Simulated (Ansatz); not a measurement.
Stretching the In1–Cl2 bond in InCl (multiplicity 1 held). Energies count from the point at 2.441 Å.


Restricted levels (R-, RO-) in cc, def2 and unpolarised 6-31G sets keep to the state of the molecule at rest. U- levels take the lowest unrestricted solution at each point, which mixes spins at long bonds. Active spaces are followed from rest. Curves can end on different states.

Cores are frozen in the correlated methods. Filled d and f shells under p-block atoms count as core.

Run with Ansatz (a quantum-chemistry and plane-wave program).  In def2 rows elements past Kr take small-core potentials, without spin–orbit coupling.

Energies in eV.

| R (Å) | R-MP2/def2-SVP | U-CCSD/def2-SVP | U-CCSD(T)/def2-SVP | FIC-NEVPT4(SD) on CASSCF(10,8)/def2-SVP | FIC-MRCISD+Q on CASSCF(10,8)/def2-SVP |
|---|---|---|---|---|---|
| 1.953 | 2.49 | 2.51 | 2.52 | 2.52 | 2.51 |
| 2.197 | 0.40 | 0.41 | 0.42 | 0.43 | 0.42 |
| 2.441 | 0.00 | 0.00 | 0.00 | 0.00 | 0.00 |
| 2.685 | 0.27 | 0.26 | 0.26 | 0.26 | 0.26 |
| 2.929 | 0.79 | 0.77 | 0.76 | 0.76 | 0.76 |
| 3.295 | 1.61 | 1.58 | 1.58 | 1.58 | 1.57 |
| 3.661 | 2.35 | 2.31 | 2.30 | 2.30 | 2.30 |
| 4.272 | 3.33 | 3.28 | 3.31 | 3.21 | 3.21 |
| 4.882 | 4.04 | 3.82 | 3.89 | 3.79 | 3.79 |
| 5.614 | 4.64 | 3.99 | 4.07 | 4.04 | 4.03 |
| 6.591 | 5.11 | 4.03 | 4.10 | 4.10 | 4.09 |
| 7.811 | 5.35 | 4.03 | 4.10 | 4.10 | 4.09 |
| 9.764 | 5.31 | 4.03 | 4.11 | 4.10 | 4.10 |

Doubts at one or more of the structures used: a restricted determinant that unrestricted orbitals would lower (R-MP2/def2-SVP); other coupled-cluster roots lie near (U-CCSD/def2-SVP, U-CCSD(T)/def2-SVP); a spin-contaminated determinant (U-CCSD/def2-SVP, U-CCSD(T)/def2-SVP); T1 above 0.05 (U-CCSD/def2-SVP, U-CCSD(T)/def2-SVP); the program's own flag: other amplitudes (U-CCSD/def2-SVP, U-CCSD(T)/def2-SVP); the program's own flag: lower state (U-CCSD/def2-SVP, U-CCSD(T)/def2-SVP).
